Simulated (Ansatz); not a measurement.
CH7NO3Zr (`C[NH][Zr]([OH])([OH])[OH]`). The species carries charge 0 and has multiplicity 1. Zr takes the def2 core potential. All single points use the PBE0-D4/def2-TZVP geometry. It is one conformer, not always the lowest.

```xyz
13

C    -1.629   -0.950    0.972
N    -0.960    0.261    0.549
Zr    0.758    0.446   -0.525
O     2.310    0.345    0.645
O     0.696    2.198   -1.348
O     0.815   -1.061   -1.744
H    -1.090   -1.825    0.596
H    -1.679   -1.046    2.064
H    -2.653   -1.019    0.583
H    -1.471    1.087    0.837
H     2.671    0.253    1.522
H     1.048    2.976   -1.770
H     1.184   -1.665   -2.380
```

(1) What is the dipole moment at B3LYP/def2-TZVPP? (An estimate is asked.)

(2) And with PBE, r2SCAN, ωB97M-V? (Best estimate.)

(3) Give the Mulliken charges with B3LYP, r2SCAN, ωB97M-V in def2-TZVPP. (Estimate.)

Results:

(1) Computed: 0.43 D, with components (0.32, 0.17, 0.23) D in this frame, pointing from negative to positive charge.

(2) Ansatz gave: PBE 0.41 D, r2SCAN 0.43 D, ωB97M-V 0.48 D.

(3) Ansatz gave: 
```tsv
atom	B3LYP	r2SCAN	ωB97M-V
C1	-0.16	-0.02	-0.22
N2	-0.49	-0.53	-0.47
Zr3	1.37	1.38	1.33
O4	-0.53	-0.55	-0.51
O5	-0.53	-0.55	-0.50
O6	-0.54	-0.56	-0.51
H7	0.08	0.04	0.09
H8	0.09	0.05	0.11
H9	0.09	0.05	0.11
H10	0.11	0.13	0.09
H11	0.17	0.19	0.15
H12	0.17	0.19	0.15
H13	0.17	0.19	0.15
```

B3LYP here is the variant with VWN-RPA as its local correlation; programs differ in this.
